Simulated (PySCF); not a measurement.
**Radial density of B³⁺ (boron, charge +3)**

UHF, 1s2, closed-shell 1S. All numbers are calculated (PySCF 2.14, no relativity, point nucleus, in 6-31G*).

```csv
r (bohr),4πr²ρ (e/bohr)
0.00592,0.02814
0.00996,0.07767
0.0167,0.2069
0.0282,0.5196
0.0474,1.219
0.0797,2.507
0.134,4.194
0.226,4.945
0.379,3.326
0.638,0.8960
1.07,0.05260
1.81,0.0002006
```
